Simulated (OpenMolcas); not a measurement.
# 3d6 along the 24-electron sequence

```
Program             : OpenMolcas
Method              : CASSCF
Basis               : ANO-RCC-VTZP
Scalar Hamiltonian  : DKH2, point nucleus
Spin-orbit coupling : RASSI with atomic mean-field integrals over the reference wave functions, term energies averaged over their components
```

Active space for each ion: 6 electrons in 5 orbitals (3d).

Computed levels in cm-1 above 5D4:

| Level | Fe2+ | Co3+ | Ni4+ | Cu5+ |
| --- | --- | --- | --- | --- |
| 5D3 | 435 | 654 | 852 | 1141 |
| 5D2 | 745 | 1112 | 1444 | 1919 |
| 5D1 | 946 | 1407 | 1822 | 2415 |
| 5D0 | 1045 | 1551 | 2008 | 2657 |
| 3H6 | 22546 | 25905 | 29556 | 32707 |
| 3H5 | 22778 | 26240 | 29980 | 33250 |
| 3H4 | 22954 | 26482 | 30277 | 33600 |
| 3P2(1) | 24711 | 28268 | 32198 | 35475 |
| 3F4(1) | 25855 | 29650 | 33787 | 37316 |
| weight of 5D in the lowest level (%) | 100 | 100 | 100 | 100 |

Measured, with the error of the calculation in %. Measured levels: Fe2+ from Corliss and Sugar, J. Phys. Chem. Ref. Data 11, 135 (1982); Co3+ from Sugar and Corliss, J. Phys. Chem. Ref. Data 10, 1097 (1981); Ni4+ from Corliss and Sugar, J. Phys. Chem. Ref. Data 10, 197 (1981); Cu5+ from Sugar and Musgrove, J. Phys. Chem. Ref. Data 19, 527 (1990).

```json
{"Level": "5D3", "Fe2+": "436 (-0.2)", "Co3+": "639 (+2.3)", "Ni4+": "890 (-4.2)", "Cu5+": "1196 (-4.6)"}
{"Level": "5D2", "Fe2+": "739 (+0.9)", "Co3+": "1078 (+3.2)", "Ni4+": "1490 (-3.1)", "Cu5+": "1987 (-3.4)"}
{"Level": "5D1", "Fe2+": "932 (+1.5)", "Co3+": "", "Ni4+": "1872 (-2.6)", "Cu5+": "2490 (-3.0)"}
{"Level": "5D0", "Fe2+": "1027 (+1.7)", "Co3+": "1494 (+3.8)", "Ni4+": "2058 (-2.4)", "Cu5+": "2733 (-2.8)"}
{"Level": "3H6", "Fe2+": "20051 (+12.4)", "Co3+": "23680 (+9.4)", "Ni4+": "27111 (+9.0)", "Cu5+": "30418 (+7.5)"}
{"Level": "3H5", "Fe2+": "20301 (+12.2)", "Co3+": "24032 (+9.2)", "Ni4+": "27578 (+8.7)", "Cu5+": "31009 (+7.2)"}
{"Level": "3H4", "Fe2+": "20482 (+12.1)", "Co3+": "24272 (+9.1)", "Ni4+": "27859 (+8.7)", "Cu5+": "31288 (+7.4)"}
{"Level": "3P2(1)", "Fe2+": "19405 (+27.3)", "Co3+": "22883 (+23.5)", "Ni4+": "26153 (+23.1)", "Cu5+": "29285 (+21.1)"}
{"Level": "3F4(1)", "Fe2+": "21462 (+20.5)", "Co3+": "25396 (+16.8)", "Ni4+": "29124 (+16.0)", "Cu5+": "32756 (+13.9)"}
```

The fine-structure level 5D0 changes by a factor of 2.54 from Fe2+ to Cu5+. Its fourth root runs 5.69, 6.28, 6.69, 7.18, with steps per unit of Z of 0.59, 0.42, 0.49; equal steps would mean a (Z - σ)^4 law with constant σ.

3H6 changes by a factor of 1.45 over the same range, with steps per unit of Z of +3360, +3650, +3150 cm-1.

Without dynamic correlation excited terms often stand tens of per cent too high (terms of higher spin than the ground term too low), and those without a measured partner can miss by more than the paired ones. Terms from blocks run as CI alone lack orbitals of their own. Some levels mix across a computed gap that differs much from the measured one, so their mixing is not that of the real levels (holds for Cu5+). Computed and measured levels are paired by configuration, term and J; levels that our copy of the source lacks, or whose pairing is in doubt (as where it misses far off the trend of its configuration), stay unpaired and out of the deviations. Only configurations of the active space appear.

A number in round brackets counts repeated terms of one configuration in the order of the reference energies.
